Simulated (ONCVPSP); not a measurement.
**Which change was made? (Ca, ONCV)**

- Element: calcium
- Generator: ONCVPSP 4.0.1
- Type: optimised norm-conserving Vanderbilt (ONCV)
- Functional: LDA (Perdew-Wang 92)
- Relativity: scalar-relativistic
- Frozen core: [Ne]
- Valence charge: 10
- Reference configuration: 3s2 3p6 4s2
- Partial waves: 3s+4s: rc 2.00 bohr, ncon 4, nbas 8, qcut 6.2 1/bohr, 2 projectors; 3p: rc 2.00 bohr, ncon 4, nbas 7, qcut 5.5 1/bohr, 2 projectors, debl 3.4 Ha; d scattering state at 0.38 Ha: rc 1.80 bohr, ncon 4, nbas 9, qcut 4.7 1/bohr, 2 projectors, debl 1.2 Ha
- Local potential: polynomial inside 1.70 bohr (lpopt 5, dvloc0 -1 Ha)
- Core correction: polynomial model core, fcfact 0.35

In the d channel the program set the typed energies aside and used -0.078, 1.122 Ha.

Cutoffs, loose and tight: the cutoffs (Ha) at which the residual kinetic energy of the hardest occupied pseudo-wave falls to 1 and 0.1 mHa per electron. They do not see the model core or the augmentation charge, which bear on the density cutoff. Test errors are all-electron minus pseudo excitation energies from the reference, over the configurations 3s2 3p6 4s1; 3s2 3p6 4s0; 3s2 3p6 4s1.5; 3s2 3p6 4s0 4p1; variants that change the core or the reference have their own tests.

The base gives: outcome: generated, projector energies reset by the program; cutoff, loose: 13 Ha; cutoff, tight: 15 Ha; bound ghosts: none; GHOST(+) flags above zero: none; largest test error (meV): -3.5.

Q: After one change the result is: outcome: generated, projector energies reset by the program; cutoff, loose: 33 Ha; cutoff, tight: 39 Ha; bound ghosts: none; GHOST(+) flags above zero: none; largest test error (meV): -24. Which change was it?
A. s: qcut 5.1; p: qcut 4.5; d: qcut 3.9
B. s: qcut 4.6; p: qcut 4.1; d: qcut 3.5
C. s: qcut 4.2; p: qcut 3.7; d: qcut 3.2

A: C. The others give: s: qcut 5.1; p: qcut 4.5; d: qcut 3.9 → outcome: generated, projector energies reset by the program; cutoff, loose: 18 Ha; cutoff, tight: 35 Ha; bound ghosts: none; GHOST(+) flags above zero: none; largest test error (meV): -10.0 | s: qcut 4.6; p: qcut 4.1; d: qcut 3.5 → outcome: generated, projector energies reset by the program; cutoff, loose: 30 Ha; cutoff, tight: 37 Ha; bound ghosts: none; GHOST(+) flags above zero: none; largest test error (meV): -16.
